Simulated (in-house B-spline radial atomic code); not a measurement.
The numbers below are computed, except where a source is named.
Two electrons in Si: a Gaussian well −V exp(−r²/w²) with V = 28.3 meV and w = 22.2 nm

For Si the NSM archive of the Ioffe Institute lists m_l = 0.98 m0, m_t = 0.19 m0 and ε = 11.7; the model takes one isotropic valley with the conductivity mass 3/(1/m_l + 2/m_t) = 0.26 m0, and so misses anisotropy and the other valleys. All triplets below are those of one valley; with several valleys two electrons can form a triplet in the 1s orbital itself, at an energy set by the valley splitting.

Effective-mass model with parabolic bands, a uniform dielectric constant, no image charges, no central-cell or spin-orbit terms. Two-electron levels come from full CI in B-splines with partial waves to l = 5 (up to 0.001 effective hartree above the limit).

Task: What are the effective units, and what is the potential in them?

Result: Ha* = 27211.386 meV × 0.26/11.7² = 51.68 meV and a* = 0.0529177 nm × 11.7/0.26 = 2.381 nm. V = 0.547 Ha* and w = 9.33 a*.

In these units the lowest s and p orbitals lie at -0.389859 and -0.292988, and their Coulomb and exchange integrals are J_ss = 0.250042, J_sp = 0.203261 and K_sp = 0.03953. Full CI gives -0.584194 for the ground singlet, -0.535409 for the sp triplet, -0.494797 for the sp singlet and -0.464020 for the lowest triplet of two s orbitals.

Task: What does it cost to add the second electron, to first order and exactly?

Result: To first order E = 2ε_s + J_ss = -0.529675, so the charging energy E(2) − 2E(1) is J_ss = 12.92 meV. CI gives -0.584194 − 2 × (-0.389859) = 0.195523, or 10.11 meV: relaxation and correlation lower it by 2.818 meV, 21.8 % of J_ss. The s² configuration of one-electron orbitals holds 80.7 % of the state, and the mean radius is 10.6 nm. The second electron is bound by ε_s − E = 10.04 meV, against 20.15 meV for the first.

Task: How far above the singlet do the triplets lie?

Result: To first order the sp triplet lies at ε_s + ε_p + J_sp − K_sp = -0.519118, which is 0.5456 meV above 2ε_s + J_ss. CI gives -0.535409 − (-0.584194) = 0.048785, or 2.521 meV, 50 % of the orbital spacing of 5.007 meV. The ss triplet lies 6.211 meV up, so the lower of the two is the sp one, and its gap equals k_BT at 29.3 K. The sp singlet-triplet splitting is 2.099 meV, against 2K_sp = 4.086 meV.
